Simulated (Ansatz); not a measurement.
Ideal-gas functions of GaH$_{5}$O$_{2}$Si (`O[SiH2][GaH][OH]`) at 500 K and 1 bar, from an Ansatz frequency run at PBE0-D4/def2-TZVP.

Molar mass 134.85 g/mol, point group Cs (symmetry number 1), electronic degeneracy 1, moments of inertia 81.683, 218.3, 294.213 u Å². Harmonic wavenumbers (cm⁻¹, unscaled): 62, 101, 224, 317, 346, 419, 463, 512, 582, 653, 731, 777, 825, 881, 964, 1011, 1965, 2200, 2204, 3808, 3909.

Use S(trans) = R[1.5 ln M + 2.5 ln T − 1.1517]; rotational temperatures θ = 24.2544 K / I; S(rot) = R[ln(√π/σ · √(T³/θAθBθC)) + 1.5]; for each mode x = 1.438777 ν̃/T, S = R[x/(eˣ − 1) − ln(1 − e⁻ˣ)] and H = RT x/(eˣ − 1); 1 cm⁻¹ = 0.0119627 kJ/mol; R = 8.31446 J/(mol·K).

Q: By hand: the entropy, in J/(mol·K).

A: Translation 180.8. Rotation: θ = 0.2969, 0.1111, 0.0824 K, giving 119.3. Vibration, mode by mode: 22.66, 18.62, 12.11, 9.36, 8.69, 7.25, 6.52, 5.81, 4.94, 4.19, 3.51, 3.17, 2.84, 2.50, 2.07, 1.86, 0.19, 0.11, 0.11, 0.00, 0.00, in all 116.5. Electronic 0.0. Sum 416.6 J/(mol·K).

Q: By hand: H − E and G − E in kJ/mol, counted from the electronic energy.

A: Zero-point energy ½ × 22954 × 0.0119627 = 137.3; thermal vibration 30.2; translation, rotation and pV give 4 RT = 16.6. H − E = 184.1 kJ/mol, and G − E = 184.1 − 500 × 416.6/1000 = -24.2 kJ/mol.

Vibration gives 28 % of the entropy, 41.3 J/(mol·K) of it from the modes under 150 cm⁻¹: soft modes count most, and the harmonic formula is weakest for them. The sum counts one conformer and one mirror image; others add a mixing term.
